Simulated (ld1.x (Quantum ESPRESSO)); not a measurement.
What one change does to a pseudopotential (O, ultrasoft)

```json
{
 "Element": "O (Z = 8)",
 "Generator": "ld1.x (Quantum ESPRESSO) 7.5",
 "Type": "ultrasoft",
 "Functional": "PW91",
 "Relativity": "non-relativistic",
 "Frozen core": "[He]",
 "Valence charge": "6",
 "Reference configuration": "2s2 2p2 (charge +2)",
 "Partial waves": "2s (bound): rcut 0.60, rcutus 0.85 bohr; 2s channel at -3.6 Ry: rcut 0.60, rcutus 0.85 bohr; 2p (bound): rcut 1.35, rcutus 1.75 bohr; 2p channel at -2.3 Ry: rcut 1.35, rcutus 1.75 bohr",
 "Local potential": "all-electron potential smoothed inside 1.30 bohr (lloc = -1)",
 "Core correction": "none",
 "Augmentation charge": "PSQ, radius 0.55 bohr"
}
```

All-electron outer shells of the reference configuration (PW91, non-relativistic, ld1.x):

```csv
shell,level (eV),outermost node (bohr),outermost maximum (bohr)
2s,-58.36,0.27,0.84
2p,-43.37,–,0.74
```

Change: functional Wu–Cohen.

Cutoffs: the cutoffs (Ry, on a coarse ladder) from which the occupation-weighted sum of valence levels, in a spherical-Bessel basis at the reference potential, stays within 10 and 1 mRy of its value at 400 Ry; they do not see the model core or the augmentation charge, which bear on the density cutoff. Errors are all-electron minus pseudo energies relative to the spin-unpolarised reference configuration.

Task: What does the change do?

Result: The potential gets neither clearly harder nor softer (30 Ry and 55 Ry → 30 Ry and 55 Ry); the p channel sets the loose cutoff, while the largest relative change is in s, which becomes softer; of the 7 tests that both files solve, the error grows in 1 and shrinks in 5 by more than 15 % and 0.3 meV (median size 6.1 → 6.7 meV); neither file shows a bound ghost.

| quantity | base | changed |
| --- | --- | --- |
| cutoff, loose | 30 Ry | 30 Ry |
| cutoff, tight | 55 Ry | 55 Ry |
| loose cutoff by channel (10 mRy a level) | s 18 Ry, p 21 Ry | s 15 Ry, p 21 Ry |
| bound ghosts | none | none |
| error for 2s2 2p4, meV [ΔE -50.24 → -50.00 eV] | +4.8 | -5.3 |
| error for 2s2 2p3, meV [ΔE -33.71 → -33.58 eV] | +5.9 | +0.7 |
| error for 2s2 2p1, meV [ΔE 54.01 → 53.85 eV] | +56 | +36 |
| error for 2s2 2p3.5, meV [ΔE -43.91 → -43.72 eV] | +6.1 | -2.0 |
| error for 2s1 2p5, meV [ΔE -35.38 → -35.21 eV] | +112 | +61 |
| error for 2s2 2p4.3, meV [ΔE -52.39 → -52.11 eV] | +4.2 | -6.7 |
| error for 2s2 2p0, meV [ΔE 131.05 → 130.66 eV] | +539 | +407 |
| s: phases at 1.90 bohr within 0.05 rad from the reference energy up to (Ry; the scan ends near 5) | to the end of the scan | to the end of the scan |
| p: phases at 1.90 bohr within 0.05 rad from the reference energy up to (Ry; the scan ends near 5) | 0.9 | 1.1 |
| lowest overlap eigenvalue by channel | s 0.69, p 0.52 | s 0.67, p 0.53 |
